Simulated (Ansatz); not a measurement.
Consider the redistribution: `O=C[SiH](O)Cl` + `CO[Si]N` → `CO[SiH](O)C=O` + `N[Si]Cl`.

Gas-phase electronic energies from Ansatz, PBE0-D4/def2-TZVP geometries. CCSD(T)/CBS adds triple-zeta CCSD(T) − MP2 to the extrapolated MP2 energy (def2 sets, frozen cores). This one scheme is used for every species. Functionals use def2-TZVPP. One conformer a species, not always the lowest.

(1) Is it downhill or uphill in electronic energy at CCSD(T)/CBS, and by how much? (An estimate is asked.)

(2) What do these levels give: ωB97M-V, PBE, PBE0, SCS-MP2/def2-TZVPP, HF/def2-QZVPP, SCS-MP2/def2-QZVPP? (Estimate.)

Largest T1 diagnostic among the species: 0.014.

## Answers

(1) Ansatz gave: Downhill: ΔE = -1.9 kcal/mol.

(2) The calculation gave: ωB97M-V -2.1, PBE -1.3, PBE0 -1.6, SCS-MP2/def2-TZVPP -1.6, HF/def2-QZVPP -3.0, SCS-MP2/def2-QZVPP -1.6 kcal/mol.

In def2-TZVPP, CCSD(T) changes the Hartree–Fock value by +1.3 kcal/mol (the triples alone add +0.2 kcal/mol) and MP2 by +1.8 kcal/mol.
